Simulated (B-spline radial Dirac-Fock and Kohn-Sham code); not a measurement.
## Photoelectron lines of Ru³⁺ at Cr Kα (5414.7 eV)

System: Ru³⁺ in the configuration [Kr] 4d5.

Method: a relativistic central-field model (Hartree-Slater potential of the initial state, Latter tail, multipole expansion of the photon field, Dirac-Fock thresholds). Computed with an atomic code on a B-spline grid. The asymmetry parameter β is from the dipole term alone. Kinetic energies are from the vacuum level. Open shells are spread statistically over j, without multiplet splitting.

```
subshell  electrons  binding (eV)  kinetic (eV)  σ (kb)     β
      2s          2        3278.6        2136.1    16.9  2.00
   2p1/2          2        3016.4        2398.3    18.8  1.43
   2p3/2          4        2887.4        2527.3       ?     ?
      3s          2         636.1        4778.6    3.33  2.00
   3p1/2          2         533.9        4880.8    2.62  1.41
   3p3/2          4         511.4        4903.3    4.73  1.45
   3d3/2          4         331.3        5083.4   0.901  0.86
   3d5/2          6         327.2        5087.5    1.27  0.83
      4s          2         126.3        5288.4   0.616  2.00
   4p1/2          2         93.15        5321.6   0.413  1.40
   4p3/2          4         89.65        5325.0   0.744  1.44
   4d3/2          2         43.22        5371.5  0.0506  0.84
   4d5/2          3         42.82        5371.9  0.0712  0.81
```

Problem. What are σ and β for 2p3/2?

Solution. σ = 33.8 kb, the largest of all subshells and 40 % of the total, and β = 1.48.
